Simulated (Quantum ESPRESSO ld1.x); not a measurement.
Values are calculated unless marked as measured or tabulated.
Mo III, 40 electrons, occupied as [Ar] 3d10 4s2 4p5.5 4d4 4f0.5 (fractional occupations, a model configuration). Level of theory: scalar-relativistic Kohn-Sham, exchange-only LDA, spin-polarised, spherical densities, point nucleus; open shells are filled with parallel spins first (ld1.x of Quantum ESPRESSO 7.5).

Normalised radial functions P(r) = r R(r), r in bohr:

r	4d down	4f up
0.005825	0.0001	0.0000
0.007957	0.0003	0.0000
0.01096	0.0006	0.0000
0.01497	0.0015	0.0000
0.02062	0.0036	0.0000
0.02817	0.0083	0.0000
0.03879	0.0186	0.0000
0.05299	0.0392	0.0000
0.07297	0.0790	0.0001
0.09969	0.1444	0.0004
0.1373	0.2401	0.0010
0.1876	0.3415	0.0024
0.2583	0.3976	0.0055
0.3529	0.3290	0.0114
0.4859	0.0822	0.0220
0.6639	-0.2886	0.0390
0.9142	-0.6512	0.0659
1.259	-0.8193	0.1062
1.72	-0.7394	0.1644
2.369	-0.4978	0.2485
3.236	-0.2481	0.3451
4.456	-0.0811	0.4231
6.088	-0.0161	0.4128
8.384	-0.0015	0.2701
11.45	-0.0001	0.1003
15.77	0.0000	0.0164
21.55	0.0000	0.0010

4d down (empty): eigenvalue -20.705 eV, 1 radial node at r = 0.524 bohr, <r> = 1.67 bohr, 90 % of the charge inside 2.62 bohr. 4f up: eigenvalue -5.545 eV, 0 radial nodes, <r> = 5.72 bohr, 90 % of the charge inside 8.61 bohr.
